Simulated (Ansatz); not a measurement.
Ansatz (an electronic-structure program) input (B3LYP-D3(BJ)/def2-TZVP):

Ansatz 0.2 input:
```yaml
crystal:
  periodic: [false, false, false]
  atoms:
    - {symbol: Te, position_ang: [-0.00086602, 0.04357642, -0.00046690]}
    - {symbol: H, position_ang: [-1.16344719, -1.15662377, 0.00586249]}
    - {symbol: H, position_ang: [1.20848046, -1.10935031, 0.01841644]}
basis:
  gaussian:
    orbitals: def2-TZVP
hamiltonian:
  xc: b3lyp
  dispersion: d3bj
total_charge: 1
magnetization: {spin_polarized: true, initial_magnetization: 1}
phonons: {temperatures: {t_min: 298.15, t_max: 298.15, t_step: 100}}
```

Output:

```
Functional definition: B3LYP
integrals: 0.01 GiB planned
511 factors; their error is unknown
mean field: 0.16 GiB planned
mean field evaluation 1: about -7318.5436 eV, gradient 1.0e1 eV
mean field evaluation 2: about -7318.8185 eV, gradient 8.8e0 eV
mean field evaluation 4: about -7319.0245 eV, gradient 4.1e-1 eV
mean field evaluation 8: about -7319.1302 eV, gradient 9.5e-3 eV
mean field -7319.13023707 eV, -268.9730751278 hartree, gradient 1.2e-5 eV, S^2 0.753130; 0 other end points of the search recorded, 0 dependent functions left out
the calculation of the forces begins
reference -7319.13042544 eV, -268.9730820500 hartree; 13, 12 occupied and 49, 50 virtual orbitals, 511 factors
these checks for a lower state are left out or cut short: stability, starts, cluster_reference, orbital_swaps, neighbouring_geometries, increment
integrals: 0.01 GiB planned
511 factors; their error is unknown
mean field: 0.16 GiB planned
mean field evaluation 16: about -7319.0249 eV, gradient 3.0e-1 eV
mean field -7319.13020036 eV, -268.9730737785 hartree, gradient 2.8e-6 eV, S^2 0.753125; 0 other end points of the search recorded, 0 dependent functions left out
the calculation of the forces begins
reference -7319.13038872 eV, -268.9730807006 hartree; 13, 12 occupied and 49, 50 virtual orbitals, 511 factors
these checks for a lower state are left out or cut short: stability, starts, cluster_reference, orbital_swaps, neighbouring_geometries, increment
integrals: 0.01 GiB planned
511 factors; their error is unknown
mean field: 0.16 GiB planned
mean field -7319.13020044 eV, -268.9730737816 hartree, gradient 2.8e-6 eV, S^2 0.753134; 0 other end points of the search recorded, 0 dependent functions left out
the calculation of the forces begins
reference -7319.13038881 eV, -268.9730807040 hartree; 13, 12 occupied and 49, 50 virtual orbitals, 511 factors
these checks for a lower state are left out or cut short: stability, starts, cluster_reference, orbital_swaps, neighbouring_geometries, increment
integrals: 0.01 GiB planned
511 factors; their error is unknown
mean field: 0.16 GiB planned
mean field evaluation 32: about -7319.0249 eV, gradient 2.9e-1 eV
mean field -7319.13020868 eV, -268.9730740845 hartree, gradient 2.8e-6 eV, S^2 0.753125; 0 other end points of the search recorded, 0 dependent functions left out
the calculation of the forces begins
reference -7319.13039704 eV, -268.9730810065 hartree; 13, 12 occupied and 49, 50 virtual orbitals, 511 factors
these checks for a lower state are left out or cut short: stability, starts, cluster_reference, orbital_swaps, neighbouring_geometries, increment
integrals: 0.01 GiB planned
511 factors; their error is unknown
mean field: 0.16 GiB planned
mean field -7319.13020902 eV, -268.9730740967 hartree, gradient 2.8e-6 eV, S^2 0.753134; 0 other end points of the search recorded, 0 dependent functions left out
the calculation of the forces begins
reference -7319.13039738 eV, -268.9730810190 hartree; 13, 12 occupied and 49, 50 virtual orbitals, 511 factors
these checks for a lower state are left out or cut short: stability, starts, cluster_reference, orbital_swaps, neighbouring_geometries, increment
integrals: 0.01 GiB planned
511 factors; their error is unknown
mean field: 0.16 GiB planned
mean field -7319.13021802 eV, -268.9730744276 hartree, gradient 2.8e-6 eV, S^2 0.753128; 0 other end points of the search recorded, 0 dependent functions left out
the calculation of the forces begins
reference -7319.13040636 eV, -268.9730813491 hartree; 13, 12 occupied and 49, 50 virtual orbitals, 511 factors
these checks for a lower state are left out or cut short: stability, starts, cluster_reference, orbital_swaps, neighbouring_geometries, increment
integrals: 0.01 GiB planned
511 factors; their error is unknown
mean field: 0.16 GiB planned
mean field -7319.13022875 eV, -268.9730748219 hartree, gradient 2.8e-6 eV, S^2 0.753132; 0 other end points of the search recorded, 0 dependent functions left out
the calculation of the forces begins
reference -7319.13041713 eV, -268.9730817448 hartree; 13, 12 occupied and 49, 50 virtual orbitals, 511 factors
Total energy: -7319.18384444 eV, -268.9750451621 hartree
Atom 0 at    -0.000866     0.043576    -0.000467 Å, force    -0.000004     0.000185    -0.000002 eV/Å
Atom 1 at    -1.163447    -1.156624     0.005862 Å, force    -0.001809    -0.000129    -0.000009 eV/Å
Atom 2 at     1.208480    -1.109350     0.018416 Å, force     0.001812    -0.000057     0.000011 eV/Å
Dipole moment:     0.003315    -0.166801     0.001787 e Å
Vibrations: 885.91 2106.38 2111.02 cm⁻¹, zero-point energy 0.316365 eV
```
